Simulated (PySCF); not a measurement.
**Basis-set dependence of SnPb at PBE**

PySCF, UKS reference; triplet, unpaired electrons π ↑↑; De to Sn + Pb without counterpoise correction.

| basis | relativity | functions | Re (Å) | ωe (cm⁻¹) | De (eV) | μ (D) |
| --- | --- | --- | --- | --- | --- | --- |
| cc-pVDZ-PP | scalar-relativistic core potentials | 46 | 2.877 | 156 | 2.52 | 0.57 |
| def2-SVP | scalar-relativistic core potentials | 52 | 2.876 | 156 | 2.52 | 0.59 |
| aug-cc-pVDZ-PP | scalar-relativistic core potentials | 64 | 2.873 | 156 | 2.52 | 0.61 |

Q: How does each smaller set differ from the one with most functions, aug-cc-pVDZ-PP?

A: cc-pVDZ-PP: +0.4 pm, +0.0 % in ωe, +0.00 eV in De; def2-SVP: +0.3 pm, +0.0 % in ωe, +0.00 eV in De. All at PBE; the set with most functions is neither the basis-set limit nor always the best.

A positive dipole means Sn(−)Pb(+). Spin–orbit coupling is left out, which matters for elements this heavy, above all for dissociation energies. The state was picked by a PBE0 search and need not be the measured ground state.
